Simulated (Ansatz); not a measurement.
The cluster In4P2Cl6⁻. The state is a doublet with charge -1. Geometry r2SCAN-D4/def2-SVP, that of the neutral singlet; atoms count from 1.

```
atom   x (Å)   y (Å)   z (Å)
 In1  -0.770   1.972  -0.222
 In2  -0.999  -0.890   1.748
 In3   1.951   0.178   1.004
 In4   0.186  -1.534  -1.461
  P5  -0.015   1.487   2.079
  P6   0.999  -2.224   0.766
 Cl7  -0.113  -2.241  -3.659
 Cl8  -2.870  -1.794   2.843
 Cl9   4.221   0.776   1.055
Cl10  -1.705   3.604  -1.594
Cl11   1.208   0.930  -1.695
Cl12  -2.092  -0.264  -0.865
```

In the def2 sets In takes a core potential; there is no spin–orbit coupling. The structure comes from a short search, and lower isomers may exist.

Q: Estimate the Mulliken populations from the PBE0/def2-SVP orbitals of Ansatz.

A: 
| atom | charge (e) | spin (α − β) |
| --- | --- | --- |
| In1 | 0.42 | 0.24 |
| In2 | 0.38 | 0.13 |
| In3 | 0.38 | 0.13 |
| In4 | 0.42 | 0.23 |
| P5 | -0.35 | 0.05 |
| P6 | -0.35 | 0.05 |
| Cl7 | -0.32 | 0.07 |
| Cl8 | -0.32 | 0.01 |
| Cl9 | -0.32 | 0.01 |
| Cl10 | -0.32 | 0.07 |
| Cl11 | -0.32 | 0.00 |
| Cl12 | -0.32 | 0.00 |
Mulliken values and Mayer orders depend strongly on the basis.

Q: Where does the spin sit?

A: Summed by element: In 0.72, P 0.10, Cl 0.17, of 1 unpaired in all. Largest on single atoms: In1 0.24, In4 0.23, In3 0.13.

Q: And the Mayer bond orders between bonded heavy atoms (over 0.3)?

A: In1–P5 0.85 (2.47 Å); In1–Cl10 0.99 (2.33 Å); In1–Cl11 0.39 (2.68 Å); In1–Cl12 0.39 (2.68 Å); In2–P5 0.85 (2.59 Å); In2–P6 0.85 (2.59 Å); In2–Cl8 1.02 (2.35 Å); In3–P5 0.85 (2.60 Å); In3–P6 0.85 (2.59 Å); In3–Cl9 1.02 (2.35 Å); In4–P6 0.85 (2.47 Å); In4–Cl7 0.99 (2.33 Å); In4–Cl11 0.39 (2.68 Å); In4–Cl12 0.39 (2.68 Å).
